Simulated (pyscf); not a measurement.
Single points on ωB97X-D3(BJ)/def2-SVP structures (PySCF, gas phase). MP2 and CC: frozen core, UHF for open shells. ΔMP2 is the change of the MP2 total energy from the triple- to the quadruple-zeta basis.

How much does it cost (ΔH, 298 K, CCSD(T)/def2-TZVPP + ΔMP2(QZVPP)) to split F–CH₂–GaH–F at its C–Ga bond into •H₂C–F + [F–GaH]•?

C–Ga to •H₂C–F + [F–GaH]•: 70.5 kcal/mol. The radicals are drawn with the spin at the cut bond; how far it spreads was not checked. The CCSD(T) − MP2 part came from Ansatz, without density fitting, on the same reference. The frozen core leaves the outer d or s,p core shells of the metals and heavy elements correlated in the MP2 and CC values, and def2-TZVPP describes them poorly, which can shift differences by a few kcal/mol. Elements up to Kr have no core potential and no relativistic terms here.
